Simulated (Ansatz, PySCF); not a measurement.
Complex: dimethyl selenide (SMILES C[Se]C) (first 9 atoms) with NH3 (SMILES N); geometry from B3LYP-D3(BJ)/def2-TZVP, rigid monomers moved along the line of their centres of mass till H8···N10 is 4.47 Å.
(charge 0, multiplicity 1):
```xyz
13

C     -0.799     0.063    -1.832
Se    -0.605     0.357     0.097
C      1.318     0.730     0.103
H     -0.178    -0.773    -2.148
H     -1.845    -0.170    -2.018
H     -0.525     0.964    -2.377
H      1.860    -0.113    -0.322
H      1.587     0.856     1.149
H      1.525     1.638    -0.460
N      0.816     0.017     5.470
H      1.211    -0.353     6.327
H      0.070     0.653     5.729
H      0.387    -0.755     4.970
```

Monomers are frozen at their geometry in the pair; levels with a basis set take the counterpoise correction.

Cores are frozen in the correlated methods. Filled d and f shells under p-block atoms count as core.

Codes used: Ansatz (Gaussian basis) for Hartree–Fock, density functionals and correlated methods; PySCF for the dispersion terms. 

PBE/def2-TZVPPD gives -17.7 meV for the interaction energy.

Question: Where do these levels fall relative to PBE: PBE-D3(BJ)/def2-TZVPPD, r2SCAN/def2-TZVPPD, PBE0/def2-TZVPPD, wB97M-V/def2-TZVPPD, MP2/aug-cc-pVDZ, CCSD(T)/aug-cc-pVDZ.

Answer: PBE-D3(BJ)/def2-TZVPPD -5.6; r2SCAN/def2-TZVPPD 0.7; PBE0/def2-TZVPPD 0.4; wB97M-V/def2-TZVPPD -4.0; MP2/aug-cc-pVDZ -4.3; CCSD(T)/aug-cc-pVDZ -3.8 meV. 2 of 6 lie above PBE; the widest gap is to PBE-D3(BJ)/def2-TZVPPD.

Ansatz is an electronic-structure program.
